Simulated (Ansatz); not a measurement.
Relaxation of C3H6FNTe (12 atoms, charge 0, multiplicity 1), to a largest force component of 0.02 eV/Å in at most 50 steps.

Method: Ansatz, RKS BLYP/def2-SVP.

```xyz
12
Properties=species:S:1:pos:R:3
C -0.967 -1.840 -0.159
C -1.000 -0.522 0.226
C 0.041 0.436 -0.249
N 1.458 -0.010 0.222
F 0.070 0.483 -1.636
Te -0.329 2.429 0.520
H -0.226 -2.182 -0.835
H -1.591 -1.161 -0.430
H -1.775 -0.151 0.934
H 2.108 0.640 -0.121
H 1.403 0.052 1.290
H 1.057 3.052 -0.326
```

Where does it end, and by what steps?

The forces met the threshold. The force dipped under the threshold on the way, but the program's further checks kept it going. After 31 steps the energy has fallen by 5.788 eV; H9 moved furthest, 1.58 Å. The start is strongly strained (largest force component 11 eV/Å), so its close contacts needn't be bonds. Parted: C2–H8.

```json
{"step": "0", "energy less start (eV)": "0.0000", "largest force component (eV/Å)": "10.941", "accepted": "yes"}
{"step": "2", "energy less start (eV)": "-2.6731", "largest force component (eV/Å)": "2.133", "accepted": "yes"}
{"step": "4", "energy less start (eV)": "-3.9338", "largest force component (eV/Å)": "3.555", "accepted": "yes"}
{"step": "6", "energy less start (eV)": "-5.2208", "largest force component (eV/Å)": "1.518", "accepted": "yes"}
{"step": "8", "energy less start (eV)": "-5.5815", "largest force component (eV/Å)": "0.953", "accepted": "yes"}
{"step": "10", "energy less start (eV)": "-5.6036", "largest force component (eV/Å)": "0.637", "accepted": "no"}
{"step": "12", "energy less start (eV)": "-5.6674", "largest force component (eV/Å)": "0.062", "accepted": "yes"}
{"step": "14", "energy less start (eV)": "-5.6771", "largest force component (eV/Å)": "0.176", "accepted": "yes"}
{"step": "16", "energy less start (eV)": "-5.7011", "largest force component (eV/Å)": "0.216", "accepted": "yes"}
{"step": "18", "energy less start (eV)": "-5.7482", "largest force component (eV/Å)": "0.177", "accepted": "yes"}
{"step": "20", "energy less start (eV)": "-5.7670", "largest force component (eV/Å)": "0.523", "accepted": "yes"}
{"step": "22", "energy less start (eV)": "-5.7772", "largest force component (eV/Å)": "0.199", "accepted": "yes"}
{"step": "24", "energy less start (eV)": "-5.7834", "largest force component (eV/Å)": "0.110", "accepted": "yes"}
{"step": "26", "energy less start (eV)": "-5.7863", "largest force component (eV/Å)": "0.070", "accepted": "yes"}
{"step": "28", "energy less start (eV)": "-5.7874", "largest force component (eV/Å)": "0.025", "accepted": "yes"}
{"step": "30", "energy less start (eV)": "-5.7874", "largest force component (eV/Å)": "0.044", "accepted": "no"}
{"step": "31", "energy less start (eV)": "-5.7877", "largest force component (eV/Å)": "0.009", "accepted": "yes"}
```

```xyz
12
Properties=species:S:1:pos:R:3
C -1.037 -1.588 0.189
C -1.019 -0.330 -0.292
C 0.202 0.531 -0.436
N 1.449 -0.114 -0.265
F 0.207 1.182 -1.654
Te -0.204 2.307 1.162
H -0.119 -2.115 0.491
H -1.982 -2.140 0.290
H -1.949 0.170 -0.607
H 2.227 0.526 -0.465
H 1.565 -0.479 0.687
H 0.909 3.275 0.337
```

Whether the end is a true minimum wasn't checked by a vibrational analysis.

Time of the run: 78 s on 2 threads of Intel(R) Xeon(R) CPU @ 2.60GHz (Ice Lake), with other jobs on the host, peak memory 0.2 GiB.
